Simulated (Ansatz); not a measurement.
CH5FNSi, SMILES `C[SiH]([NH])F` radical. Charge 0, multiplicity 2.

```xyz
9

C    -0.265   -1.069   -0.579
Si    0.469    0.464    0.157
N    -0.547    1.009    1.449
F     0.670    1.546   -1.012
H    -1.252   -0.866   -1.000
H    -0.368   -1.843    0.184
H     0.379   -1.448   -1.376
H     1.804    0.238    0.766
H    -0.892    1.968    1.411
```

Task: What are the harmonic wavenumbers in cm⁻¹ at PBE0-D4/def2-TZVP (Ansatz, finite differences of forces, unscaled)? (An estimate is asked.)

Result: Computed: 145, 193, 243, 266, 322, 654, 687, 725, 758, 826, 838, 898, 930, 1274, 1443, 1446, 2226, 3057, 3144, 3150, 3519.

Task: Is this a minimum?

Result: Yes, all 21 modes are real.

Task: Give the ideal-gas thermochemistry at 298.15 K and 1 bar (rigid rotor, harmonic oscillator; point group C1, symmetry number 1).

Result: Zero-point energy 160.0 kJ/mol; H(298) − E = 178.5 kJ/mol; entropy 322.7 J/(mol·K), of which translation 163.2, rotation 105.5, vibration 48.3, electronic 5.8; G(298) − E = 82.3 kJ/mol.

Task: Rotational constants (cm⁻¹)?

Result: 0.2163, 0.2049, 0.1216.
